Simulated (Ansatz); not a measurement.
Job for Ansatz (an electronic-structure program): R-HF/def2-TZVPP on CH4Sn (SMILES [CH3][SnH]), atoms moved off the minimum. Elements past Kr take the def2 small-core potentials; no spin–orbit coupling.

Ansatz 0.2 input:
```yaml
crystal:
  periodic: [false, false, false]
  atoms:
    - {symbol: Sn, position_ang: [0.02435760, 0.13735760, 0.40232494]}
    - {symbol: H, position_ang: [-0.41680778, 1.52113597, -1.00864537]}
    - {symbol: C, position_ang: [-0.07176673, -1.39518074, -1.18007637]}
    - {symbol: H, position_ang: [0.75821240, -1.27168935, -1.78956193]}
    - {symbol: H, position_ang: [-0.98253482, -1.51933136, -1.86387554]}
    - {symbol: H, position_ang: [0.17210309, -2.30314658, -0.69447523]}
basis:
  gaussian:
    orbitals: def2-TZVPP
hamiltonian:
  xc: {name: HF}
scf: {lower_state_search: off}
output: {forces: true}
```

The log:

```
WARN ansatz: RAYON_NUM_THREADS=1 ignored (pool sized by the plan → 1); use --threads N
Functional definition: HF
these checks for a lower state are left out or cut short: stability, starts, cluster_reference, orbital_swaps, neighbouring_geometries, increment
integrals: 0.04 GiB planned
997 factors; their error is unknown
mean field: 0.30 GiB planned
mean field evaluation 1: about -6895.5585 eV, gradient 3.0e1 eV
mean field evaluation 2: about -6897.3801 eV, gradient 1.7e1 eV
mean field evaluation 4: about -6898.0532 eV, gradient 7.1e-1 eV
mean field evaluation 8: about -6898.3878 eV, gradient 7.8e-1 eV
mean field evaluation 16: about -6895.9006 eV, gradient 3.0e1 eV
mean field -6898.38841395 eV, -253.5110983170 hartree, gradient 1.2e-6 eV, S^2 0.000000; 0 other end points of the search recorded, 0 dependent functions left out
the calculation of the forces begins
reference -6898.38841395 eV, -253.5110983170 hartree; 16, 16 occupied and 121, 121 virtual orbitals, 997 factors
Total energy: -6898.38841395 eV, -253.5110983170 hartree
Atom 0 at     0.024358     0.137358     0.402325 Å, force    -0.693812     1.282611    -2.025127 eV/Å
Atom 1 at    -0.416808     1.521136    -1.008645 Å, force     0.403935    -1.019886     1.496831 eV/Å
Atom 2 at    -0.071767    -1.395181    -1.180076 Å, force    -2.158898    -0.240091     0.110840 eV/Å
Atom 3 at     0.758212    -1.271689    -1.789562 Å, force     1.494086     0.812080    -1.433423 eV/Å
Atom 4 at    -0.982535    -1.519331    -1.863876 Å, force     1.378321     0.374923     1.418633 eV/Å
Atom 5 at     0.172103    -2.303147    -0.694475 Å, force    -0.423632    -1.209635     0.432247 eV/Å
Dipole moment:     0.083121    -0.251703     0.197219 e Å
Checks for a lower state left out: stability, starts, cluster_reference, orbital_swaps, neighbouring_geometries, increment
```

The calculation finished and met its thresholds.

Cost: roughly 2.2 core-seconds.
